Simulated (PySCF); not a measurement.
Cost against size for one kind of job: PBE0-D3(BJ)/def2-SVP geometry optimisation, gas phase in PySCF 2.14.0; work: geometry optimisation from a GFN2-xTB start shaken at random. Hardware: one thread of an Arm Neoverse N1, no GPU (shared host). Times come from a shared host and carry two figures at best. Peak memory is the resident size of the whole Python process, interpreter and libraries included.

| species (SMILES) | atoms | electrons | basis functions | SCF cycles | gradient evaluations | wall time | peak memory |
| --- | --- | --- | --- | --- | --- | --- | --- |
| C[C@@H]1C[Si@@H]1C(F)(F)F | 15 | 72 | 151 | 90 | 15 | ? | ? |
| FC(F)(F)/C=C/C[SiH3] | 15 | 72 | 151 | 73 | 11 | 3.0 min | 0.58 GiB |
| FC(F)[C@@H]1C[C@@H](F)[SiH2]1 | 15 | 72 | 151 | 109 | 17 | 4.7 min | 0.62 GiB |
| CS[SiH2]C(C)(C)C | 21 | 74 | 176 | 25 | 4 | ? | ? |
| CC(=O)O[C@@H]1CO[SiH2]C1 | 19 | 78 | 180 | 62 | 9 | 4.2 min | 0.85 GiB |
| C=CCN1[SiH2]CC[SiH2]1 | 21 | 78 | 185 | 92 | 14 | 7.5 min | 0.91 GiB |
| CC(C)(C)[SiH]1P[SiH2]P1 | 22 | 96 | 198 | 82 | 14 | ? | ? |

Question: Estimate the withheld figures.

Answer: `C[C@@H]1C[Si@@H]1C(F)(F)F`: 4.1 min, 0.60 GiB; `CS[SiH2]C(C)(C)C`: 1.7 min, 0.74 GiB; `CC(C)(C)[SiH]1P[SiH2]P1`: 9.4 min, 0.94 GiB.

Question: Which species took longest, and how many times the shortest run?

Answer: `CC(C)(C)[SiH]1P[SiH2]P1`, at 9.4 min: about 5.5 times the shortest (1.7 min).
